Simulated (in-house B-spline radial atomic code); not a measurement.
Computed with a B-spline radial atomic code. Model: two electrons, singlet ground state, non-relativistic, full CI in B-splines with partial waves to l = 8 (at full coupling up to 3e-4 hartree above the limit, correlation up to 0.6 % small), density held at that of full coupling by Lieb maximisation.

Along the adiabatic connection the electron repulsion is scaled by a coupling λ while a local potential keeps the density fixed. At λ = 0 the system is the Kohn-Sham one and W equals the exchange energy; the exchange-correlation energy is the area under W between 0 and 1. The kinetic energy rises with λ as the electrons avoid each other, with dT/dλ = −λ dW/dλ.

Command:
```bash
python run_ac.py task.json out
```
Settings (lengths in bohr, energies in hartree):
```
potential              dot
strength               0.056
lmax                   8
second                 0.5
```

Cost of the run: 38 s on 1 thread of Intel(R) Xeon(R) Processor @ 2.30GHz, on a shared host.

**W = mean repulsion less Hartree energy, and W of three functionals.**

Given: confinement charge in harmonic well; well frequency 0.056 hartree; nuclear charge 0.5; external potential omega^2 r^2/2 - Z/r.

Computed: PBE exchange minus exact 4.7424 millihartree; SCAN exchange minus exact -0.27249 millihartree.

| coupling | W xc (hartree) | W xc minus exchange (millihartree) | kinetic minus Kohn-Sham (millihartree) | LDA (PW92) W minus its exchange (millihartree) | PBE W minus its exchange (millihartree) | SCAN W minus its exchange (millihartree) |
| --- | --- | --- | --- | --- | --- | --- |
| 0 | -0.23048 | 0 | 0 | 0 | 0 | 0 |
| 0.02 | -0.23234 | -1.861 | 0.02 | -8.43 | -1.93 | -1.79 |
| 0.05 | -0.23499 | -4.516 | 0.11 | -16.11 | -4.8 | -4.3 |
| 0.12 | -0.24062 | -10.143 | 0.58 | -28.38 | -11.02 | -9.52 |
| 0.25 | -0.24934 | -18.867 | 2.18 | -43.4 | -20.78 | -17.57 |
| 0.4 | -0.25732 | -26.846 | 4.75 | -55.31 | -29.77 | -25 |
| 0.6 | ? | ? | ? | ? | ? | ? |
| 0.8 | -0.27185 | -41.372 | 13.21 | -75.31 | -46.52 | -38.98 |
| 1 | ? | ? | ? | ? | ? | ? |
| 1.4 | -0.28425 | -53.77 | 26.48 | -92.27 | -61.77 | -51.58 |
| 2 | -0.29159 | -61.114 | 38.8 | -102.82 | -71.56 | -59.31 |
| 3 | -0.29901 | -68.528 | 56.99 | -114.2 | -82.27 | -67.14 |
| 4.5 | -0.30533 | -74.857 | 80.27 | -124.68 | -92.26 | -73.52 |
| 7 | -0.31107 | -80.596 | 112.51 | -134.93 | -102.1 | -78.74 |

(1) What belongs in the row 0.6?

(2) What belongs in the row 1?

(3) What is the LDA exchange minus exact?

**Energy parts, natural occupations and partial-wave weights.**

Computed: total energy 0.0349 hartree; exchange energy -0.23048 hartree; kinetic part of the DFT correlation energy 0.017683 hartree; initial slope twice GL2 -0.09486 hartree; Hartree energy 0.46095 hartree; Kohn-Sham kinetic 0.14169 hartree; Lieb Oxford ratio E_xc over LDA exchange 1.3095.

```json
{"natural": "s", "occupation of the shell (electrons)": "1.8603"}
{"natural": "p", "occupation of the shell (electrons)": "0.086094"}
{"natural": "s", "occupation of the shell (electrons)": "0.05177"}
{"natural": "d", "occupation of the shell (electrons)": "?"}
{"natural": "p", "occupation of the shell (electrons)": "0.00048379"}
{"natural": "s", "occupation of the shell (electrons)": "0.00012785"}
```

(4) What belongs in the row d?

```tsv
wave	weight
s	0.95612
p	0.043301
d	?
f	5.5184e-05
g	1.1537e-05
```

(5) What belongs in the row d?

(6) What is the kinetic part over minus potential part?

(7) What is the correlation energy?

Answers

(1) W xc (hartree): -0.26554; W xc minus exchange (millihartree): -35.062; kinetic minus Kohn-Sham (millihartree): 8.82; LDA (PW92) W minus its exchange (millihartree): -66.76; PBE W minus its exchange (millihartree): -39.15; SCAN W minus its exchange (millihartree): -32.82.

(2) W xc (hartree): -0.27684; W xc minus exchange (millihartree): -46.366; kinetic minus Kohn-Sham (millihartree): 17.68; LDA (PW92) W minus its exchange (millihartree): -82.07; PBE W minus its exchange (millihartree): -52.51; SCAN W minus its exchange (millihartree): -43.97.

(3) 32.574 millihartree.

(4) occupation of the shell (electrons): 0.00095985.

(5) weight: 0.00050846.

(6) 0.38139.

(7) -0.028682 hartree.

Half-way to full coupling W has made 67 % of its drop, against 50 % for a straight line, and second-order (GL2) theory, half the initial slope, overshoots the correlation energy by about 65 %: correlation is strong. Over couplings 0 to 1 the errors in E_xc come to about +4.9 millihartree for LDA, +1.4 millihartree for PBE, +1.5 millihartree for SCAN. In LDA and PBE and SCAN the errors of exchange and correlation have opposite signs, so the sum is smaller than the larger of the two.
